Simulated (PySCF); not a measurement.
## input.py for Ga2⁺

File input.py (PySCF 2.14):

```python
from pyscf import gto, scf, mp

mol = gto.M(
    atom='Ga 0 0 0; Ga 0 0 2.819',
    basis='ano-rcc-vdzp',
    charge=1,
    spin=1,
    verbose=4,
)
mf = scf.UHF(mol)
mf = mf.sfx2c1e()
mf.kernel()
mp.MP2(mf, frozen=18).kernel()
mf.dip_moment()
print('orbital energies (hartree):', [e[max(0, n-3):n+3].round(4) for e, n in zip(mf.mo_energy, mol.nelec)])
```

```bash
$ OMP_NUM_THREADS=1 python input.py
```

Output (some set-up lines and the per-cycle HOMO/LUMO lines with their warnings removed):

```
PySCF version 2.14.0

[INPUT] Symbol           X                Y                Z      unit          X                Y                Z       unit  Magmom
[INPUT]  1 Ga     0.000000000000   0.000000000000   0.000000000000 AA    0.000000000000   0.000000000000   0.000000000000 Bohr   0.0
[INPUT]  2 Ga     0.000000000000   0.000000000000   2.819000000000 AA    0.000000000000   0.000000000000   5.327137945149 Bohr   0.0

nuclear repulsion = 180.397055585002
number of shells = 6
number of NR pGTOs = 252
number of NR cGTOs = 54
basis = ano-rcc-vdzp
ecp = {}

******** <class 'pyscf.x2c.sfx2c1e.sfX2C1eUHF'> ********
method = sfX2C1eUHF
initial guess = minao
damping factor = 0
level_shift factor = 0
DIIS = <class 'pyscf.scf.diis.CDIIS'>
SCF conv_tol = 1e-09
SCF max_cycles = 50
number electrons alpha = 31  beta = 30

******** <class 'pyscf.x2c.sfx2c1e.SpinFreeX2CHelper'> ********
approx = 1e
xuncontract = 1
init E= -3884.25620977292

cycle= 1 E= -3884.15660588745  delta_E= 0.0996  |g|= 0.154  |ddm|= 0.957
cycle= 2 E= -3884.17027630819  delta_E= -0.0137  |g|= 0.12  |ddm|= 0.212
cycle= 3 E= -3884.17261194909  delta_E= -0.00234  |g|= 0.0109  |ddm|= 0.0366
cycle= 4 E= -3884.17275719043  delta_E= -0.000145  |g|= 0.00228  |ddm|= 0.0245
cycle= 5 E= -3884.17276555029  delta_E= -8.36e-06  |g|= 0.000835  |ddm|= 0.00785
cycle= 6 E= -3884.17276792611  delta_E= -2.38e-06  |g|= 0.000462  |ddm|= 0.00399
cycle= 7 E= -3884.17276912603  delta_E= -1.2e-06  |g|= 0.000119  |ddm|= 0.00408
cycle= 8 E= -3884.17276919124  delta_E= -6.52e-08  |g|= 1.4e-05  |ddm|= 0.00107
cycle= 9 E= -3884.17276919155  delta_E= -3.13e-10  |g|= 2.47e-06  |ddm|= 5.16e-05
Extra cycle  E= -3884.17276919156  delta_E= -7.28e-12  |g|= 1.03e-06  |ddm|= 4.21e-06
converged SCF energy = -3884.17276919156  <S^2> = 0.75143008  2S+1 = 2.0014296

******** <class 'pyscf.mp.ump2.UMP2'> ********
nocc = (np.int64(13), np.int64(12)), nmo = (36, 36)
frozen orbitals 18
E(UMP2) = -3884.63052301268  E_corr = -0.457753821123368
E(SCS-UMP2) = -3884.58716306215  E_corr = -0.414393870586449
E_corr(same-spin) = -0.155666209340299
E_corr(oppo-spin) = -0.302087611783069
Dipole moment(X, Y, Z, Debye): -0.00000, -0.00000,  6.77012
orbital energies (hartree): [array([-0.7383, -0.6064, -0.397 , -0.2023, -0.1904, -0.1615]), array([-1.3965, -0.6982, -0.5815, -0.1929, -0.1799, -0.1594])]
```

In short: E(SCF) = -3884.172769 Eh, 9 cycles, E(MP2) − E(SCF) = -0.45775 Eh, ⟨S²⟩ = 0.751.

Run time: 6.9 s on 1 thread of Intel Xeon Platinum 8375C @ 2.90GHz (shared host).

The bond length is a typed value, not an optimised one. The dipole of an ion depends on the origin. No search for the lowest solution was made.
